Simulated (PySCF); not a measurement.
All values below come from PBE-D3(BJ)/def2-TZVP // PBE0-D3(BJ)/def2-SVP (PySCF). Gas-phase values, no solvent. One relaxed conformer stands for a flexible species; it need not be the lowest. 

Reference species (SMILES): `C[O][Sn]([O]C)([O]C)[O]C` (neutral, multiplicity 1).

```
Item                     Result
----------------------  -------
S1 oscillator strength    0.000
HOMO–LUMO gap           3.69 eV
```

Changed species: `C[O][Sn]([SH])([SH])[SH]` (3 of 4 OCH3 replaced by SH; the reference has 0 of 4 OCH3 replaced by SH).

Problem. What does the change do to the S1 oscillator strength and HOMO–LUMO gap?

Solution. the S1 oscillator strength is nearly the same; the HOMO–LUMO gap falls by 0.22 eV, to 3.47 eV.
